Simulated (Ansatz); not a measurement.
Reaction (atomization): `FC[NH][AlH2]` → Al• + C• + F• + 5 H• + N•

Isolated molecules relaxed with PBE0-D4/def2-TZVP in Ansatz; ΔE leaves out vibrations. CBS: MP2 limit from def2 TZ/QZ plus the TZ coupled-cluster correction, frozen cores. This one scheme is used for every species, atoms too. Functionals use def2-TZVPP. Open shells (•) are unrestricted, without spin–orbit coupling. Spin–orbit coupling would lower the free atoms: a little for Al, C, F. One conformer a species, not always the lowest.

CCSD(T)/CBS gives +3024.5 kJ/mol.

(1) Another level gave +2948.9 kJ/mol. Which?
A. r2SCANh/def2-TZVPP
B. PBE-QIDH/def2-TZVPP
C. HF/def2-TZVPP
D. revPBE/def2-TZVPP

(2) What do rigid-rotor, harmonic-oscillator terms from PBE0-D4/def2-TZVP frequencies (298.15 K, 1 bar) make of the CCSD(T)/CBS value? (An estimate is asked.)

Largest T1 diagnostic among the species: 0.018.

Answers

(1) D. revPBE 2948.9, PBE-QIDH 2981.2, r2SCANh 2991.2, HF/def2-TZVPP 2141.4 kJ/mol.

(2) The calculation gave: ΔZPE = -160.6 kJ/mol, ΔH = +2902.3 kJ/mol, ΔS = 898 J/(mol·K), ΔG = +2634.7 kJ/mol. Open shells count their whole term as degenerate.

From PBE to PBE0 (25 % exact exchange), in def2-TZVPP and without D4, ΔE moves by −62.9 kJ/mol: exact exchange takes away binding that semilocal exchange gives to molecules. At CCSD(T), def2-SVP lies −181.4 kJ/mol from the extrapolated value and def2-TZVPP −86.7 kJ/mol: correlation converges slowly with the basis, and small sets miss more of it in the bonded molecule than in its fragments. The D4 term adds +21.5 kJ/mol with B3LYP and +11.2 kJ/mol with PBE0; it sums over pairs of atoms, weighted by their polarisabilities, and B3LYP, whose exchange is more repulsive, gets the larger term.

B3LYP here is the variant with VWN-RPA as its local correlation; programs differ in this.

For atomizations the MP2-based limit and the directly extrapolated one differ by several kJ/mol either way, and by 10 to 25 for some Ge, Se and Sn compounds, so smaller differences from it don't rank the levels.
